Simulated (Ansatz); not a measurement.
Reaction (atomization): `[SiH3][O][Zn][Cl]` → Cl• + 3 H• + O• + Si• + Zn (atom)

Calculated with Ansatz (gas phase, PBE0-D4/def2-TZVP geometries, no zero-point term in ΔE). CCSD(T)/CBS adds triple-zeta CCSD(T) − MP2 to the extrapolated MP2 energy (def2 sets, frozen cores). This one scheme is used for every species, atoms too. Functionals use def2-TZVPP. No spin–orbit coupling; open shells (•) take unrestricted orbitals. Spin–orbit coupling would lower the free atoms: a little for Cl, O, Si. For Zn outer-core shells are correlated without core-valence functions, so the limit isn't a true one: a few kJ/mol of doubt a bond, and 10 to 20 or more in all where bonds break to atoms. Scalar relativity is left out up to krypton. One conformer a species, not always the lowest.

| species | r2SCAN energy (Eh) |
| --- | --- |
| `[SiH3][O][Zn][Cl]` | -2606.17906 |
| Cl• | -460.11693 |
| H• | -0.49993 |
| O• | -75.05861 |
| Si• | -289.34127 |
| Zn (atom) | -1779.37409 |

Work out ΔE.

ΔE = 3 × (-0.49993) + (-460.11693) + (-75.05861) + (-289.34127) + (-1779.37409) − (-2606.17906) = 0.78837 Eh = +494.7 kcal/mol. CCSD(T)/CBS gives +496.8 kcal/mol.

Largest T1 diagnostic among the species: 0.017.

In def2-TZVPP, CCSD(T) changes the Hartree–Fock value by +114.6 kcal/mol (the triples alone add +6.6 kcal/mol) and MP2 by +128.0 kcal/mol; breaking electron pairs costs correlation energy, which Hartree–Fock lacks. The D4 term adds +5.3 kcal/mol with B3LYP and +2.8 kcal/mol with PBE0; it sums over pairs of atoms, weighted by their polarisabilities, and B3LYP, whose exchange is more repulsive, gets the larger term.

B3LYP here is the variant with VWN-RPA as its local correlation; programs differ in this.

For atomizations the MP2-based limit and the directly extrapolated one differ by several kJ/mol either way, and by 10 to 25 for some Ge, Se and Sn compounds, so smaller differences from it don't rank the levels.
